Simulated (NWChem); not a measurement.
Species: SiNH₄Cl; SMILES Cl[SiH2]N

```xyz
7

Si     0.5443    -0.5100     0.0000
N     -0.6269    -1.7660     0.0000
Cl    -0.2105     1.4507     0.0000
H      1.3455    -0.6303    -1.2367
H      1.3455    -0.6303     1.2367
H     -1.1720    -1.9497     0.8346
H     -1.1720    -1.9497    -0.8346
```
Atoms are numbered in this order, from 1.

Structure relaxed at the B3LYP/6-31G* (spherical d) level.

Symmetry labels are those of Cs in the frame above (b1 and b2, or b-type labels, depend on it).

### Question
List the 6 lowest vertical singlet excitations from BHandHLYP/def2-SVP, full TDDFT (NWChem).

### Answer
| state | energy (eV) | oscillator strength | symmetry | leading excitation (squared amplitude) |
|---|---|---|---|---|
| S1 | 7.63 | 0.033 | a' | HOMO → LUMO (0.92) |
| S2 | 8.71 | 0.001 | a" | HOMO−1 → LUMO (0.50) |
| S3 | 8.90 | 0.071 | a' | HOMO → LUMO+1 (0.76) |
| S4 | 8.91 | 0.020 | a" | HOMO−1 → LUMO+1 (0.53) |
| S5 | 9.09 | 0.002 | a" | HOMO → LUMO+2 (0.76) |
| S6 | 9.18 | 0.018 | a' | HOMO−2 → LUMO (0.46) |
